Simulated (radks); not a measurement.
Values are calculated unless marked as measured or tabulated.
Species: Kr4+. Configuration: [Ar] 3d10 4s2 4p2 (the NIST ground configuration). Level of theory: Dirac Kohn-Sham, BLYP, spin-unpolarised, spherical densities, finite nucleus; open shells are shared between the two j in proportion to 2j + 1; Fermi nuclear charge, rms radius 4.1884 fm (a radial shooting solver on a logarithmic mesh with Libxc functionals).

Unscreened Slater integrals over Kohn-Sham orbitals (hartree). Large and small components are both included.

integral            value
F0(4p3/2,4p3/2)   0.55895
F2(4p3/2,4p3/2)   0.29720
F0(4p3/2,4p1/2)   0.56319
G2(4p3/2,4p1/2)   0.29913
F0(4p3/2,4s1/2)   0.59038
G1(4p3/2,4s1/2)   0.39914
F0(4p3/2,3d5/2)   0.71976
F2(4p3/2,3d5/2)   0.16500
G1(4p3/2,3d5/2)  0.056488
G3(4p3/2,3d5/2)  0.053030
F0(4p1/2,4p1/2)   0.56757
F0(4p1/2,4s1/2)   0.59560
G1(4p1/2,4s1/2)   0.40567
F0(4p1/2,3d5/2)   0.72967
G3(4p1/2,3d5/2)  0.054865
F0(4s1/2,4s1/2)   0.62917
F0(4s1/2,3d5/2)   0.79660
G2(4s1/2,3d5/2)  0.072444
F0(3d5/2,3d5/2)    1.6538
F2(3d5/2,3d5/2)   0.79614
F4(3d5/2,3d5/2)   0.50175
